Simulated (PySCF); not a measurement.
Highest orbital energy against ionisation energy along the 5p block

Calculated with PySCF 2.14, no spin-orbit coupling. Each cell gives −ε(HOMO) / ΔSCF in eV; NIST values include spin-orbit coupling, (s) semi-empirical, (t) theoretical.

```csv
species,UHF,LDA,PBE,PBE0,r2SCAN,NIST (lowest levels)
"In⁺ (def2-QZVPPD with the def2 core potential (28 electrons), ECP)",17.281 / 17.009,15.370 / 19.494,14.980 / 19.049,15.776 / 18.716,15.199 / 18.803,18.870
"Sn⁺ (def2-QZVPPD with the def2 core potential (28 electrons), ECP)",14.049 / 13.756,10.694 / 14.406,10.629 / 14.224,11.634 / 14.263,10.966 / 14.390,14.633
"Sb⁺ (def2-QZVPPD with the def2 core potential (28 electrons), ECP)",16.400 / 16.005,12.630 / 16.655,12.562 / 16.466,13.690 / 16.531,12.948 / 16.657,16.626 ± 0.025
"Te⁺ (def2-QZVPPD with the def2 core potential (28 electrons), ECP)",18.836 / 18.352,14.595 / 18.931,14.532 / 18.750,15.796 / 18.853,14.998 / 19.009,18.6 ± 0.4
"I⁺ (def2-QZVPPD with the def2 core potential (28 electrons), ECP)",18.404 / 17.687,14.713 / 19.043,14.557 / 18.732,15.767 / 18.749,14.866 / 18.774,19.131
"Xe⁺ (def2-QZVPPD with the def2 core potential (28 electrons), ECP)",20.875 / 20.067,16.744 / 21.368,16.585 / 21.050,17.920 / 21.100,16.941 / 21.120,20.975 (s)
```

How far is −ε(HOMO) from ΔSCF on average for each method, and why?

UHF 0.49 eV; LDA -4.19 eV; PBE -4.07 eV; PBE0 -2.94 eV; r2SCAN -3.81 eV. Hartree-Fock orbital energies lack relaxation and so exceed the ΔSCF value; semilocal functionals have convex E(N) from self-interaction, so their HOMO lies far too high; exact exchange moves hybrids part of the way back.
